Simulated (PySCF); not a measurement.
Species: C₆H₁₁OP.
SMILES with atom numbers: `[O:1]=[P@:2]12[CH2:3][CH2:4][C@H:5]([CH2:6][CH2:7]1)[CH2:8]2` (hydrogens: H9, H10 on C3; H11, H12 on C4; H13 on C5; H14, H15 on C6; H16, H17 on C7; H18, H19 on C8)

Method: PySCF, PBE0-D3(BJ)/def2-SVP geometry optimisation, gas phase.

(1) List the bond lengths, angles and torsions at this level.

Results:

(1) 
```tsv
bond	length (pm)	order
O1=P2	149.2	double
P2–C3, P2–C7	183.6	single
C3–C4, C6–C7	154.6	single
C4–C5, C5–C6	154.5	single
C5–C8	153.2	single
P2–C8	183.9	single
C3–H9, C7–H16	110.0	single
C3–H10, C7–H17	110.0	single
C4–H11, C6–H15	110.1	single
C4–H12, C6–H14	110.0	single
C5–H13	110.0	single
C8–H18, C8–H19	110.0	single
```

Bonds in one row agree within 1 pm and their mean is given. Orders are formal, as drawn. A selection of angles:
```tsv
angle	degrees
O1–P2–C3	120.2
O1–P2–C8	124.5
C3–P2–C7	99.4
C3–P2–C8	92.7
P2–C3–C4	103.6
P2–C3–H9	108.5
P2–C3–H10	110.1
C4–C3–H9	113.3
C4–C3–H10	113.9
H9–C3–H10	107.3
C3–C4–C5	108.3
C3–C4–H11	110.1
C3–C4–H12	111.8
C5–C4–H11	109.2
C5–C4–H12	110.7
H11–C4–H12	106.7
C4–C5–C6	110.7
C4–C5–C8	105.4
C4–C5–H13	110.8
C8–C5–H13	113.5
C5–C8–H18	114.0
P2–C8–C5	94.6
P2–C8–H18	112.0
H18–C8–H19	109.5
```

Dihedral angles: O1–P2–C3–C4 161° (antiperiplanar); P2–C3–C4–C5 4° (synperiplanar); C3–C4–C5–C6 71° (synclinal); C4–C5–C6–C7 -71° (synclinal); C5–C6–C7–P2 -3° (synperiplanar); C4–C5–C8–P2 59° (synclinal); O1–P2–C7–C6 -161° (antiperiplanar); O1–P2–C8–C5 180° (antiperiplanar).

All 3 C–P bonds measure 1.836 to 1.839 Å. P2 (phosphoryl phosphorus) has angles from 92.7° to 124.5°. Of the pairs four or more bonds apart, H12···H14 is among the closest relative to their van der Waals radii: 2.45 Å, 102 % of the sum of Bondi's values. The 5-membered ring P2–C7–C6–C5–C8 has internal angles of 92.7° to 108.4° (sum 505°, against 540° for a flat polygon); it is puckered, 0.28 Å rms from its mean plane, widest ring torsion 59°. The 5-membered ring P2–C3–C4–C5–C8 has internal angles of 92.7° to 108.3° (sum 505°, against 540° for a flat polygon); it is puckered, 0.28 Å rms from its mean plane, widest ring torsion 59°.

Point group: Cs (every atom within 0.08 Å of its image). No frequency check.

Hardware: one thread of an AMD EPYC 7R43, shared host with 256 logical CPUs at a one-minute load of 79. Cost: 44 s of wall time, 0.76 GiB resident at most. These figures are those of the optimisation.
